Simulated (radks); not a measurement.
The numbers below are computed, except where a source is named.
Ionisation of the fluorine ion F2+, [He] 2s2 2p3, to F3+, [He] 2s2 2p2, under several functionals. Scalar-relativistic Kohn-Sham, spin-polarised, spherical densities, finite nucleus; open shells are filled with parallel spins first; a radial shooting solver on a logarithmic mesh with Libxc functionals. Known Delta-SCF values: exchange-only PBE 62.328 eV. What does PBEsol give, and what is its highest occupied eigenvalue?

Answer. 62.993 eV by Delta-SCF; the 2p eigenvalue is -51.458 eV. NIST: 62.708 eV (semi-empirical).
